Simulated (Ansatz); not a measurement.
`OC(O)(F)Br` and `OC(O)(F)N[SiH3]` differ in one atom or group.

Ansatz, PBE0-D4/def2-TZVP geometries, multiplicity 1. Each molecule was computed in one conformer, which needn't be the lowest.

Scalar relativity is left out up to krypton. Spin–orbit coupling is left out; it splits and shifts lone-pair levels of the heavy atoms by tenths of an eV.

```tsv
property	`OC(O)(F)Br`
HOMO–LUMO gap (PBE0/def2-TZVPP) / eV	7.91
LUMO energy (PBE/def2-TZVPP) / eV	-1.51
HOMO–LUMO gap (PBE/def2-TZVPP) / eV	5.47
HOMO energy (PBE/def2-TZVPP) / eV	-6.98
HOMO energy (B3LYP/def2-TZVPP) / eV	-8.13
LUMO energy (PBE0/def2-TZVPP) / eV	-0.49
```

(1) Give the same properties after the change, and the shifts. (An estimate is asked.)

## Answers

(1) Ansatz gave: 
```
                            property  `OC(O)(F)N[SiH3]`  shift
HOMO–LUMO gap (PBE0/def2-TZVPP) / eV               8.20   0.29
   LUMO energy (PBE/def2-TZVPP) / eV              -0.50   1.01
 HOMO–LUMO gap (PBE/def2-TZVPP) / eV               5.87   0.40
   HOMO energy (PBE/def2-TZVPP) / eV              -6.37   0.61
 HOMO energy (B3LYP/def2-TZVPP) / eV              -7.62   0.51
  LUMO energy (PBE0/def2-TZVPP) / eV               0.35   0.84
```

With PBE0 the HOMO rises by 0.55 eV and the LUMO rises by 0.84 eV, so the gap widens by about 0.29 eV. PBE moves the HOMO by 0.61 eV and ωB97M-V by 0.49 eV.

Positive LUMOs are unbound, so they and the gaps depend on the basis.

B3LYP here is the variant with VWN-RPA as its local correlation; programs differ in this.
